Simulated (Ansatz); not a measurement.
`F[C@H]1S[Si@@H]1F` + H₂O → `O[C@@H]1S[Si@H]1F` + H–F at 700 K and 1 bar (formal hydrolysis of a C–F bond).

Program: Ansatz. Geometries: PBE0-D4/def2-TZVP. ΔE: electronic, gas phase. CBS: MP2 limit from def2 TZ/QZ plus the TZ coupled-cluster correction, frozen cores. This one scheme is used for every species. One conformer a species, not always the lowest.

| species | CCSD(T)/CBS energy (Eh) | H − E (kJ/mol) | S (J/(mol·K)) |
| --- | --- | --- | --- |
| `F[C@H]1S[Si@@H]1F` | -925.74020 | 146.4 | 409.8 |
| H₂O | -76.37941 | 80.5 | 218.4 |
| `O[C@@H]1S[Si@H]1F` | -901.72871 | 184.0 | 424.0 |
| H–F | -100.39570 | 45.2 | 198.5 |

H − E and S are ideal-gas, rigid-rotor, harmonic terms from PBE0-D4/def2-TZVP, for one conformer and one mirror image of each species. 1 Eh = 2625.50 kJ/mol, R = 8.31446 J/(mol·K).

Q: By hand: ΔE, ΔH, ΔS and ΔG.

A: ΔE = (-901.72871) + (-100.39570) − (-925.74020) − (-76.37941) = -0.00480 Eh = -12.6 kJ/mol. Δ(H − E) = 184.0 + 45.2 − 146.4 − 80.5 = 2.3, so ΔH = -10.3 kJ/mol. ΔS = 424.0 + 198.5 − 409.8 − 218.4 = -5.7 J/(mol·K). ΔG = -10.3 − 700 × (-5.7)/1000 = -6.3 kJ/mol.

Q: By hand: the equilibrium constant, and the temperature at which ΔG would vanish if ΔH and ΔS stayed fixed.

A: log₁₀ K = −ΔG/(RT ln 10) = 0.5. ΔG = 0 at ΔH/ΔS = 1807 K, though so small a ΔS makes that figure unsure.

TΔS isn't small against ΔH here. A doubt of 5 kJ/mol in ΔE shifts log₁₀ K by 0.4 here. Other conformers and mirror images would add mixing entropy, several J/(mol·K) or more a flexible species. These are equilibria of isolated gas molecules and say nothing of rates. Largest T1 diagnostic: 0.013 (customary marks: 0.02 for closed shells, 0.045 for open ones).
